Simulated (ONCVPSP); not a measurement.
## Which change was made? (Nd, ONCV)

neodymium (Nd), optimised norm-conserving Vanderbilt (ONCV), made with ONCVPSP 4.0.1 (PBE, scalar-relativistic). Core [Kr] 4d10, reference 4f4 5s2 5p6 6s2. Waves: 5s+6s: rc 2.60 bohr, ncon 4, nbas 7, qcut 4.3 1/bohr, 2 projectors; 5p: rc 2.90 bohr, ncon 3, nbas 8, qcut 5.7 1/bohr, 3 projectors, debl 2.7 Ha; d scattering state at 0.36 Ha: rc 2.90 bohr, ncon 4, nbas 7, qcut 3.6 1/bohr, 2 projectors, debl 3.8 Ha; 4f: rc 0.90 bohr, ncon 3, nbas 8, qcut 18.4 1/bohr, 2 projectors, debl 3.3 Ha. Local part: polynomial inside 0.70 bohr (lpopt 5, dvloc0 6 Ha). Core correction: Teter function, fcfact 4.25, rcfact 1.15.

In the d channel the program set the typed energies aside and used 0.050, 3.850 Ha.

Cutoffs, loose and tight: the cutoffs (Ha) at which the residual kinetic energy of the hardest occupied pseudo-wave falls to 1 and 0.1 mHa per electron. They do not see the model core or the augmentation charge, which bear on the density cutoff. Test errors are all-electron minus pseudo excitation energies from the reference, over the configurations 4f4 5s2 5p6 6s1; 4f4 5s2 5p6 6s0; 4f3 5s2 5p6 6s0; 4f3 5s2 5p6 5d1 6s1; variants that change the core or the reference have their own tests.

The base gives: outcome: generated, projector energies reset by the program; cutoff, loose: 137 Ha; cutoff, tight: 279 Ha; bound ghosts: s, p; GHOST(+) flags above zero: s, d; largest test error (meV): tests left out (the all-electron energies of this program are off by 10 to 40 meV for near-neutral 4f atoms).

(1) After one change the result is: outcome: generated, projector energies reset by the program; cutoff, loose: 137 Ha; cutoff, tight: 279 Ha; bound ghosts: s, p, d; GHOST(+) flags above zero: s; largest test error (meV): tests left out (the all-electron energies of this program are off by 10 to 40 meV for near-neutral 4f atoms). Which change was it?
A. d: ncon 3, nbas 6
B. s: qcut 5.5; p: qcut 7.3; d: qcut 4.6; f: qcut 23.7
C. local potential polynomial inside 0.85 bohr (lpopt 5, dvloc0 0 Ha)

## Answers

(1) A. The others give: local potential polynomial inside 0.85 bohr (lpopt 5, dvloc0 0 Ha) → outcome: generated, projector energies reset by the program; cutoff, loose: 137 Ha; cutoff, tight: 279 Ha; bound ghosts: s; GHOST(+) flags above zero: p, d; largest test error (meV): tests left out (the all-electron energies of this program are off by 10 to 40 meV for near-neutral 4f atoms) | s: qcut 5.5; p: qcut 7.3; d: qcut 4.6; f: qcut 23.7 → outcome: generated, projector energies reset by the program; cutoff, loose: 173 Ha; cutoff, tight: 271 Ha; bound ghosts: s, p; GHOST(+) flags above zero: s, d; largest test error (meV): tests left out (the all-electron energies of this program are off by 10 to 40 meV for near-neutral 4f atoms).
